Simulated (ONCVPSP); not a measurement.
## tungsten (W), ONCV: configuration errors across variants

| Item | Value |
| --- | --- |
| Element | W |
| Generator | ONCVPSP 4.0.1 |
| Type | optimised norm-conserving Vanderbilt (ONCV) |
| Functional | PBE |
| Relativity | scalar-relativistic |
| Frozen core | [Kr] 4d10 4f14 |
| Valence charge | 14 |
| Reference configuration | 5s2 5p6 5d4 6s1 (charge +1) |
| Partial waves | 5s+6s: rc 1.80 bohr, ncon 4, nbas 7, qcut 7.4 1/bohr, 3 projectors, debl 3.7 Ha; 5p: rc 2.00 bohr, ncon 4, nbas 8, qcut 8.2 1/bohr, 2 projectors, debl 1.4 Ha; 5d: rc 2.35 bohr, ncon 4, nbas 9, qcut 5.4 1/bohr, 3 projectors, debl 0.9 Ha |
| Local potential | polynomial inside 1.70 bohr (lpopt 5, dvloc0 6 Ha) |
| Core correction | Teter function fitted to the true core (icmod 2), fcfact 0.2 |

In the p channel the program set the typed energies aside and used -1.864, 0.250 Ha.

All-electron excitation energies from the reference (eV): (1) 5s2 5p6 5d4 6s2 -8.883; (2) 5s2 5p6 5d4 6s0 15.680; (3) 5s2 5p6 5d3 6s0 41.062; (4) 5s2 5p5 5d4 6s2 40.058.

A true bound ghost makes a file unfit for plane-wave use even where its test errors are small: the radial tests pick states by their node count and pass the ghost by.

Errors AE − PS in meV (a dash: test not solved or not reliable):

| change | (1) | (2) | (3) | (4) | bound ghosts | GHOST(+) flags above zero |
| --- | --- | --- | --- | --- | --- | --- |
| base | +3.7 | -3.5 | -2.9 | -191 | none | s |
| d: qcut 3.4 | +4.8 | -7.0 | +18 | -280 | d | s, d |
| d: qcut 4.8 | +4.1 | -3.8 | +1.1 | -209 | none | s |
| d: qcut 5.7 | +3.6 | -3.5 | -4.2 | -185 | none | s |
| d: qcut 6.4 | +3.4 | -3.4 | -6.1 | -175 | none | s |
| d: qcut 7.1 | +3.3 | -3.3 | -6.9 | -168 | none | s |
| d: qcut 8.1 | +3.2 | -3.3 | -7.9 | -163 | none | s |

Q: Give the same row for: d: qcut 4.2.

A: +4.4, -4.6, +7.2, -234; bound ghosts: none; GHOST(+) flags above zero: s.
